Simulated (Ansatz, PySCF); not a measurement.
methylammonium (CH₆N), SMILES [NH3+]C, charge +1. Atoms are numbered in the order given.

```xyz
8

C      0.0000    -0.0003    -0.8074
N      0.0000     0.0003     0.7003
H      0.0000    -1.0335    -1.1480
H      0.8947     0.5162    -1.1486
H     -0.8947     0.5162    -1.1486
H     -0.8254    -0.4762     1.0725
H      0.0000     0.9535     1.0719
H      0.8254    -0.4762     1.0725
```
Charge +1, spin multiplicity 1.

Geometry: ωB97X-D3(BJ)/def2-TZVP.

Two levels are set side by side: PBE-D3(BJ)/def2-TZVP (Ansatz, a first-principles code) and ωB97X-D3(BJ)/def2-TZVP (PySCF). Each level has its own optimised geometry; the coordinates shown are those of the second. Frequencies come from the Hessian of PySCF at each geometry. Differences are taken from unrounded values.

```
quantity                            ωB97X-D3(BJ)
----------------------------------  ------------
mean bond length (Å)                       1.120
bond C1–N2 (Å)                             1.508
bond C1–H3 (Å)                             1.088
bond C1–H4 (Å)                             1.088
bond C1–H5 (Å)                             1.088
bond N2–H6 (Å)                             1.023
bond N2–H7 (Å)                             1.023
bond N2–H8 (Å)                             1.023
highest harmonic wavenumber (cm⁻¹)          3510
mean harmonic wavenumber (cm⁻¹)             1946
zero-point energy (kcal/mol)               50.07
```

What does PBE-D3(BJ) give, and how far is it from ωB97X-D3(BJ)? (Estimate from the structure and the level; the computed values follow.)


```
quantity                            PBE-D3(BJ)  PBE-D3(BJ) minus ωB97X-D3(BJ)
----------------------------------  ----------  -----------------------------
mean bond length (Å)                     1.127                          0.007
bond C1–N2 (Å)                           1.511                          0.003
bond C1–H3 (Å)                           1.095                          0.007
bond C1–H4 (Å)                           1.095                          0.007
bond C1–H5 (Å)                           1.095                          0.007
bond N2–H6 (Å)                           1.031                          0.008
bond N2–H7 (Å)                           1.031                          0.008
bond N2–H8 (Å)                           1.031                          0.008
highest harmonic wavenumber (cm⁻¹)        3389                           -121
mean harmonic wavenumber (cm⁻¹)           1882                            -64
zero-point energy (kcal/mol)             48.43                          -1.64
```

GGA bonds tend to be longer and softer than those of functionals with exact exchange. Differences between two approximate levels are no errors against the true value.
